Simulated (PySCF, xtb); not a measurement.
C8H6, SMILES C1=CC2=CC=CC2=C1.

Harmonic wavenumbers (cm⁻¹) from GFN2-xTB (xtb) at its own minimum, in rising order: 135, 274, 449, 485, 507, 632, 658, 686, 784, 795, 812, 822, 843, 846, 864, 883, 980, 1000, 1047, 1087, 1117, 1147, 1198, 1251, 1267, 1324, 1543, 1549, 1638, 1638, 3119, 3119, 3130, 3130, 3148, 3149.

What does PBE-D3(BJ)/def2-SVP run with PySCF give at its own minimum? (Estimate from the structure and the level; the computed values follow.)

150, 288, 433, 500, 540, 638, 650, 679, 696, 762, 820, 840, 853, 892, 900, 906, 935, 938, 1026, 1054, 1096, 1147, 1218, 1276, 1291, 1360, 1498, 1502, 1604, 1612, 3139, 3140, 3156, 3157, 3176, 3176. Paired by order, the mean absolute difference is 27 cm⁻¹ and the zero-point energies are 67.3 and 67.3 kcal/mol.
